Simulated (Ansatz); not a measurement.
`N=C(N)F` and `N=[C](N)[GaH2]` differ in one atom or group.

Ansatz, PBE0-D4/def2-TZVP geometries, multiplicity 1. Each molecule was computed in one conformer, which needn't be the lowest.

Scalar relativity is left out up to krypton.

| property | `N=C(N)F` |
| --- | --- |
| LUMO energy (ωB97M-V/def2-TZVPP) / eV | 2.31 |
| HOMO–LUMO gap (PBE/def2-TZVPP) / eV | 6.15 |
| HOMO–LUMO gap (ωB97M-V/def2-TZVPP) / eV | 12.15 |
| LUMO energy (PBE0/def2-TZVPP) / eV | 0.90 |
| HOMO–LUMO gap (B3LYP/def2-TZVPP) / eV | 7.82 |
| size of the dipole moment (ωB97M-V/def2-TZVPP) / D | 2.11 |

(1) What does the change do to each property? (Estimate.)

## Answers

(1) The calculation gave: 
| property | `N=[C](N)[GaH2]` | shift |
| --- | --- | --- |
| LUMO energy (ωB97M-V/def2-TZVPP) / eV | -0.30 | -2.61 |
| HOMO–LUMO gap (PBE/def2-TZVPP) / eV | 2.63 | -3.52 |
| HOMO–LUMO gap (ωB97M-V/def2-TZVPP) / eV | 8.75 | -3.40 |
| LUMO energy (PBE0/def2-TZVPP) / eV | -2.02 | -2.92 |
| HOMO–LUMO gap (B3LYP/def2-TZVPP) / eV | 4.27 | -3.55 |
| size of the dipole moment (ωB97M-V/def2-TZVPP) / D | 2.44 | 0.33 |

With PBE0 the HOMO rises by 0.77 eV and the LUMO falls by 2.92 eV, so the gap narrows by about 3.69 eV. PBE moves the HOMO by 0.73 eV and ωB97M-V by 0.79 eV. The zero-point energy changes by 26.9 kJ/mol with +6 modes. Dipoles are sizes alone; their direction can turn.

B3LYP here is the variant with VWN-RPA as its local correlation; programs differ in this.
